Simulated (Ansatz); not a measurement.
A run of Ansatz (development build ahead of 0.2.0) on singlet H3(+) at this shape:

```yaml
atoms:
  - { symbol: H, position_ang: [0.4688, 0.0844, -0.0197] }
  - { symbol: H, position_ang: [-0.3144, 0.4088, 0.0652] }
  - { symbol: H, position_ang: [-0.3192, -0.4476, 0.0992] }
```

Its results:

```json
{
 "Converged": "yes",
 "Reference energy": "-1.23828 hartree",
 "Correlation energy": "-0.01745 hartree",
 "Total energy": "-1.25573 hartree",
 "Spin squared of the determinant": "0.000"
}
```

Q: Which input gives this output? Name the method, the orbitals and the basis set, and write the input.

A: RHF-MP2 in STO-3G. An unrestricted run that stays on the closed shell gives the same numbers.

```yaml
crystal:
  periodic: [false, false, false]
  atoms:
    - { symbol: H, position_ang: [0.46885, 0.08437, -0.01967] }
    - { symbol: H, position_ang: [-0.31439, 0.40876, 0.06518] }
    - { symbol: H, position_ang: [-0.31921, -0.44765, 0.09919] }
basis:
  gaussian: { orbitals: STO-3G }
total_charge: 1
hamiltonian:
  xc: hf
correlation:
  method: mp2
  frozen_orbitals: { H: 0 }
```

Caution: bonds are stretched, where a single reference can fail; stretched shape with no unrestricted run beside it, a lower state can exist.
